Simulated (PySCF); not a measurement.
# Field gradients at the hydrogen positions

Compound: C₅H₁₄P₂.
Z-matrix (Å and degrees, PBE0-D3(BJ)/def2-SVP geometry), rows numbered from 1:
```
C 
C   1  1.5251
C   2  1.5251  1  111.12
C   2  1.5307  1  110.44  3   124.91
P   4  1.8654  2  114.16  1   173.47
C   5  1.8565  4   99.95  2  -177.78
P   6  1.8624  5  115.34  4  -167.32
H   1  1.1024  2  110.86  3   -62.17
H   1  1.1013  2  111.48  3   177.94
H   1  1.1012  2  111.28  3    57.57
H   2  1.1057  1  108.04  3  -118.02
H   3  1.1031  2  110.88  1    65.02
H   3  1.1013  2  111.90  1  -174.61
H   3  1.1009  2  111.05  1   -54.61
H   4  1.1047  2  110.29  1   -61.02
H   4  1.1039  2  109.22  1    55.77
H   5  1.4288  4   98.24  2    84.49
H   6  1.1029  5  108.08  4    73.65
H   6  1.1029  5  112.40  4   -43.63
H   7  1.4305  6   97.29  5    50.84
H   7  1.4299  6   97.12  5   -43.10
```

Level: PBE0/pcSseg-1 (PySCF, non-relativistic); Q(2H) = 0.00286 b; rigid geometry, the same for H and D, with no vibrational averaging.

Problem. Rank these positions by the coupling χzz of a deuteron there, largest first.
A. H16 (methylene hydrogen)
B. H11 (methine hydrogen)
C. H21 (P–H hydrogen)
D. H14 (methyl hydrogen)

Solution. D (196 kHz), A (192 kHz), B (186 kHz), C (111 kHz).

Problem. What are Vzz, η and χzz (234.96 MHz × Q × Vzz) at all hydrogens?

Solution. 
```csv
atom,bonded to,bond length (Å),Vzz (au),η,χzz (kHz)
H8,C1,1.102,0.2892,0.02,194
H9,C1,1.101,0.2917,0.02,196
H10,C1,1.101,0.2918,0.02,196
H11,C2,1.106,0.2763,0.01,186
H12,C3,1.103,0.2885,0.02,194
H13,C3,1.101,0.2900,0.03,195
H14,C3,1.101,0.2924,0.02,196
H15,C4,1.105,0.2857,0.03,192
H16,C4,1.104,0.2860,0.03,192
H17,P5,1.429,0.1681,0.11,113
H18,C6,1.103,0.2895,0.03,195
H19,C6,1.103,0.2901,0.02,195
H20,P7,1.430,0.1662,0.09,112
H21,P7,1.430,0.1655,0.09,111
```

Problem. Average by the element that carries the hydrogen.

Solution. on C: 194 kHz over 11 positions, mean bond length 1.103 Å; on P: 112 kHz over 3 positions, mean bond length 1.430 Å.

Problem. A static deuteron (I = 1) shows a doublet split by (3/2)χ, (3/4)χ(1 + η) and (3/4)χ(1 − η) with the field along z, y and x of the gradient. What are these for H11?

Solution. With |χ| = 185.7 kHz and η = 0.008: 279, 140 and 138 kHz, to first order and without motion.

The structure is a single PBE0-D3(BJ)/def2-SVP conformer in the gas phase; no vibrational or solvent corrections. A larger basis could move these couplings by a tenth or more.
